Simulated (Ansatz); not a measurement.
hydrazine (H4N2), singlet, geometry from GFN2-xTB, with bond 4-1 at 2.4 times its length; CASSCF(4,5)/cc-pVDZ in Ansatz (a quantum-chemistry and plane-wave program).

Here is a job for Ansatz.
Ansatz 0.2 input:
```yaml
crystal:
  periodic: [false, false, false]
  atoms:
    - {symbol: N, position_ang: [-0.68871314, -0.17463829, 0.09713422]}
    - {symbol: N, position_ang: [0.69189799, 0.17821940, 0.06143611]}
    - {symbol: H, position_ang: [-1.22108255, 0.67460356, 0.26284573]}
    - {symbol: H, position_ang: [-1.47676682, -1.17957656, -1.99654171]}
    - {symbol: H, position_ang: [1.23125847, -0.66316156, 0.24380268]}
    - {symbol: H, position_ang: [0.98459896, 0.55685283, -0.84140995]}
basis:
  gaussian:
    orbitals: cc-pVDZ
hamiltonian:
  xc: hf
magnetization: {spin_polarized: false}
correlation: {active_space: {window: {electrons: 4, orbitals: 5}}}
```

The log (banner, timings and long lists left out):

```
Functional definition: HF
448 factors; integrals over basis functions are off by at most 1.3e-3 eV
mean field evaluation 1: about -3016.4019 eV, gradient 2.7e1 eV
mean field evaluation 2: about -3016.4028 eV, gradient 2.7e1 eV
mean field evaluation 4: about -3019.1752 eV, gradient 3.6e0 eV
mean field evaluation 8: about -3019.2731 eV, gradient 6.4e-2 eV
mean field evaluation 16: about -3015.5949 eV, gradient 4.5e-2 eV
mean field -3019.27294185 eV, -110.9562340764 hartree, gradient 1.3e-6 eV, S^2 0.000000; 1 other end points of the search recorded, 0 dependent functions left out
reference -3019.27294185 eV, -110.9562340764 hartree; 9, 9 occupied and 39, 39 virtual orbitals, 448 factors
state -3023.29719654 eV, -111.1041227082 hartree
Total energy: -3023.29719654 eV, -111.1041227082 hartree
```
